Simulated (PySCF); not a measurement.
SbBr3, optimised at GFN2-xTB:

```xyz
4

Sb    -0.3080     0.1098     0.1587
Br     0.1505     0.8455    -2.2411
Br     0.1281    -2.3718    -0.2435
Br     2.0254     0.6426     1.0431
```

Method: PySCF energies (xtb for GFN2) plus ideal-gas RRHO corrections (1 bar). All species are closed-shell singlets. Sb: scalar-relativistic def2 core potential, no spin-orbit coupling. Br: all electrons, no relativistic terms.

Task: List the harmonic frequencies (cm⁻¹, unscaled) at this level and at the other levels, each on its own geometry.

Result: 
- GFN2-xTB: 65, 65, 86, 212, 212, 226
- PBE/def2-SVP: 68, 68, 90, 240, 240, 243
- PBE0/def2-TZVP: 75, 76, 100, 249, 249, 258
